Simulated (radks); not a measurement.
The numbers below are computed, except where a source is named.
Q: Radial electron density D(r) = 4 pi r^2 rho(r) of an atom or ion with 22 electrons. Code: a radial shooting solver on a logarithmic mesh with Libxc functionals. Model: Dirac Kohn-Sham, LB94 model potential, spin-unpolarised, spherical densities, finite nucleus; Fermi nuclear charge, rms radius of each element as measured or else 0.836 A^(1/3) + 0.57 fm.

r (bohr),D(r) (e/bohr)
0.001598,2.276
0.001773,2.729
0.001983,3.312
0.002218,4.011
0.002481,4.846
0.002775,5.838
0.003104,7.012
0.003472,8.393
0.003852,9.884
0.004309,11.74
0.004819,13.88
0.00539,16.32
0.006029,19.07
0.006744,22.14
0.007543,25.53
0.00837,28.91
0.009362,32.78
0.01047,36.79
0.01171,40.83
0.0131,44.77
0.01465,48.43
0.01639,51.61
0.01819,53.99
0.02034,55.75
0.02275,56.58
0.02545,56.42
0.02846,55.37
0.03184,53.64
0.03561,51.59
0.03951,49.83
0.0442,48.60
0.04943,48.54
0.05529,50.01
0.06185,53.04
0.06917,57.29
0.07737,62.00
0.08585,65.84
0.09603,68.29
0.1074,68.05
0.1201,64.66
0.1344,58.48
0.1503,50.66
0.1681,42.95
0.1865,37.43
0.2086,34.39
0.2334,34.45
0.261,36.54
0.292,38.76
0.3266,39.17
0.3653,36.58
0.4053,31.50
0.4533,24.17
0.5071,16.49
0.5672,9.893
0.6344,5.162
0.7096,2.311
0.7936,0.8740
0.8806,0.3002
0.985,0.07806
1.102,0.01622
1.232,0.002632

What is the nuclear charge?

A: Z = 44. The innermost maximum, from 1s, lies near gamma/Z bohr with gamma = sqrt(1 - (Z/c)^2) = 0.947, here 0.0215 bohr (found: 0.0237), and its height grows with Z. The density is that of the ruthenium ion Ru22+ in [Ar] 3d4; the configuration itself is not fixed sharply by these data, and Z only to a few units. D(r) has 3 maxima, at r = 0.0237, 0.101, 0.314 bohr, and minima at 0.0471, 0.219 bohr, inside which lie 2.06, 11.00 electrons.
